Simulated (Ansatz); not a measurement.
Calculated with Ansatz (gas phase, PBE0-D4/def2-TZVP geometries, no zero-point term in ΔE). CCSD(T)/CBS adds triple-zeta CCSD(T) − MP2 to the extrapolated MP2 energy (def2 sets, frozen cores). This one scheme is used for every species. DFT in def2-TZVPP. B3LYP here is the variant with VWN-RPA as its local correlation; programs differ in this. For Ge outer-core shells are correlated without core-valence functions, which leaves a few kJ/mol of doubt a bond. Scalar relativity is left out up to krypton. Each species was taken in one conformer, which may not be the lowest.

`[SiH3][SiH2][O][GeH3]` + `[OH][Al]([OH])[O][SiH3]` → `[OH][Al]([O][SiH3])[O][SiH3]` + `[SiH3][O][GeH3]`  (cleavage of the Si–Si bond)

```
             level  ΔE (kJ/mol)
            PBE-D4        -82.9
              PBE0        -95.8
             B3LYP       -115.0
SCS-MP2/def2-TZVPP       -126.7
   CCSD/def2-TZVPP       -117.9
SCS-MP2/def2-QZVPP       -126.8
      HF/CBS(def2)       -149.5
     MP2/CBS(def2)       -119.4
```

(1) What does CCSD(T)/CBS give? (Estimate.)

Largest T1 diagnostic among the species: 0.013.

Answers

(1) Ansatz gave: -112.0 kJ/mol. The listed levels differ from it by 29.1, 16.2, -3.0, -14.7, -5.9, -14.8, -37.5, -7.4 kJ/mol.

The D4 term adds +3.9 kJ/mol with B3LYP and +2.1 kJ/mol with PBE0; it sums over pairs of atoms, weighted by their polarisabilities, and B3LYP, whose exchange is more repulsive, gets the larger term. In def2-TZVPP, CCSD(T) changes the Hartree–Fock value by +33.3 kJ/mol (the triples alone add +4.6 kJ/mol) and MP2 by +25.9 kJ/mol.

CCSD(T)/CBS has its own doubt, a few kJ/mol and more with outer-core shells, so smaller differences from it don't rank the levels.
